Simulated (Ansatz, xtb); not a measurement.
Relative energy of two structures of F2H2SiSn

Structure I is a singlet given by its coordinates and structure II is `F[SiH](F)[SnH]`, a singlet. Both are isolated molecules in the gas phase, relaxed with PBE0-D3(BJ)/def2-SVP; the shapes shown needn't be the lowest conformers.

I (Å):

```xyz
6

F    -3.7196   -0.5563    2.0490
F    -3.4967   -0.4124   -0.4859
Si   -2.7504    0.0133    0.8867
Sn   -0.6833    1.3993    1.0819
H    -1.1905    1.2216    2.7801
H    -2.8808    1.6357    0.9360
```

Close contacts (Å): F1–Si3 1.62, F2–Si3 1.62, Si3–Sn4 2.50, Si3–H6 1.63, Sn4–H5 1.78, Sn4–H6 2.22.

II (Å):

```xyz
6

F    -1.1067   -0.4805    1.6536
F    -3.4086    0.2562    2.6673
Si   -2.6416   -0.0924    1.2747
Sn   -2.6014    2.0889   -0.2556
H    -3.2664   -1.3554    0.7758
H    -1.7849    2.8523    1.1254
```

Estimate E(II) − E(I) at the level CCSD(T)/def2-TZVP.

Calculated at CCSD(T)/def2-TZVP: E(II) − E(I) = −0.303 eV, so structure II lies lower.

The same difference at several levels:

```json
{"level": "PBE0-D3(BJ)/def2-SVP", "geometry": "PBE0-D3(BJ)/def2-SVP", "E(II) − E(I) (eV)": "−0.252", "departure from the last row (eV)": "+0.051", "job, with rough time for the two": "optimisation, 43 s"}
{"level": "HF/def2-TZVP", "geometry": "PBE0-D3(BJ)/def2-SVP", "E(II) − E(I) (eV)": "−0.657", "departure from the last row (eV)": "−0.354", "job, with rough time for the two": "part of the CCSD(T) run"}
{"level": "MP2/def2-TZVP", "geometry": "PBE0-D3(BJ)/def2-SVP", "E(II) − E(I) (eV)": "−0.288", "departure from the last row (eV)": "+0.015", "job, with rough time for the two": "part of the CCSD(T) run"}
{"level": "CCSD(T)/def2-TZVP", "geometry": "PBE0-D3(BJ)/def2-SVP", "E(II) − E(I) (eV)": "−0.303", "departure from the last row (eV)": "", "job, with rough time for the two": "single point, 70 s"}
```

The levels shown agree on the order. The largest departure from CCSD(T)/def2-TZVP is that of HF/def2-TZVP, 0.354 eV. Levels run at GFN2-xTB geometries aren't shown.

With harmonic frequencies from PBE0-D3(BJ)/def2-SVP (ideal gas, rigid rotor, one conformer each, 298.15 K, 1 atm): on the last row, ΔE + ΔZPE = −0.281 eV. A mode under 50 cm⁻¹ makes harmonic enthalpies and free energies unreliable, so none is given.

The correlated steps freeze 11 core orbitals; the filled d shell of Sn is correlated, in a basis made for valence electrons. Atoms past krypton carry core potentials in the def2 sets and no spin–orbit term is included. Programs: Ansatz 0.2.0; the last row on 2 threads of Intel(R) Xeon(R) Platinum 8375C CPU @ 2.90GHz (Ice Lake) on a shared host.
